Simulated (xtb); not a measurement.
Input for xtb:
```
$ xtb mol.xyz --gfn 2 --uhf 1 --opt vtight --json

# file mol.xyz
4

Si    -0.32550305     0.00266905     0.39267641
I      2.09478649    -0.03398006    -0.09189862
H     -0.85268798     1.29267999    -0.13393071
H     -0.92117774    -1.21176888    -0.19472176
```

### Question
Give the dipole moment at the level GFN2-xTB (xtb 6.7.1).

### Answer
4.78 D

### Question
Estimate the total energy at the end of the optimisation that GFN2-xTB returns for this input.

### Answer
-178.1007 eV
